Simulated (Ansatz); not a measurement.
Z-matrix (Å, degrees):
```
C
C 1 1.512
H 1 1.095 2 109.5
H 1 1.092 2 111.4 3 -119.5
H 1 1.092 2 111.3 3 119.6
Cl 2 1.810 1 110.4 3 177.9
Si 2 1.887 1 114.6 3 -63.7
H 2 1.092 1 110.9 3 62.2
O 7 1.641 2 111.1 1 -175.5
H 7 1.484 2 109.9 1 67.3
H 7 1.488 2 106.6 1 -52.3
H 9 0.960 7 115.8 2 52.0
```

The species carries charge 0 and has multiplicity 1.

(1) List the ωB97M-V/def2-TZVPP orbital energies in eV (Ansatz). (An estimate is asked.)

Results:

(1) Computed: Occupied: -2771.99, -1807.41, -526.21, -282.93, -281.75, -262.35, -199.88, -199.68, -199.67, -148.42, -102.55, -102.53, -102.52, -30.98, -26.83, -23.70, -20.14, -18.30, -16.38, -15.49, -14.53, -14.17, -13.41, -12.96, -12.88, -11.98, -11.31, -11.02, -10.25. Lowest empty: 1.91, 2.33, 2.85, 3.33, 3.69, 3.78, 4.26, 4.60.
